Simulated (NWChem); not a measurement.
System: GaH₃O₂; SMILES [OH][GaH][OH]

Input file for NWChem:

```
start job
memory heap 200 mb stack 900 mb global 1100 mb
geometry units angstroms noautosym nocenter noautoz
  Ga    -0.325254    -0.044418     0.000000
  H     -1.884215    -0.037968     0.000000
  O      0.568870    -1.602555     0.000000
  H      1.533182    -1.453544     0.000000
  O      0.771024     1.390389     0.000000
  H      0.281215     2.233024     0.000000
end
basis spherical
  * library cc-pvtz
end
dft
  xc hfexch
  iterations 150
end
property
  efieldgrad
end
task dft property
```

Structure relaxed at the PBE-D3(BJ)/def2-SVP level.

Vzz is the largest principal value of the second derivative of the potential at the nucleus (NWChem prints the opposite sign); η is the asymmetry. Non-relativistic.

Atoms are numbered as in the input.

### Question
What results follow from this input? (Hartree-Fock/cc-pVTZ.) Quantities: Vzz Ga1 (a.u.); η Ga1; Vzz O3 (a.u.); η O3; Vzz O5 (a.u.); η O5.

### Answer
- Vzz Ga1 (a.u.): 2.909
- η Ga1: 0.29
- Vzz O3 (a.u.): 1.374
- η O3: 0.52
- Vzz O5 (a.u.): 1.381
- η O5: 0.56
